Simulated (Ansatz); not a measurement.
Ag2Sn⁺. The state is a doublet with charge 1. Geometry B3LYP-D4/def2-TZVP; atoms count from 1.

Cartesian coordinates in Å:
```
Ag 0.5937 -0.4727 1.4073
Ag -1.2775 -0.7625 -0.5857
Sn 0.6838 1.2353 -0.8216
```

In the def2 sets Ag, Sn take a core potential; there is no spin–orbit coupling. No other spin state of charge 1 was run. The structure comes from a short search, and lower isomers may exist.

(1) Estimate the Mulliken populations from the PBE0/def2-TZVP orbitals of Ansatz.

(2) Where does the spin sit?

(3) And the Mayer bond orders between bonded heavy atoms (over 0.3)?

## Answers

(1) 
```tsv
atom	charge (e)	spin (α − β)	d electrons
Ag1	0.23	0.14	9.90
Ag2	0.23	0.14	9.90
Sn3	0.55	0.72	–
```
Mulliken values and Mayer orders depend strongly on the basis.

(2) Summed by element: Ag 0.28, Sn 0.72, of 1 unpaired in all. Largest on single atoms: Sn3 0.72, Ag1 0.14, Ag2 0.14.

(3) Ag1–Ag2 0.48 (2.75 Å); Ag1–Sn3 0.76 (2.81 Å); Ag2–Sn3 0.76 (2.81 Å).
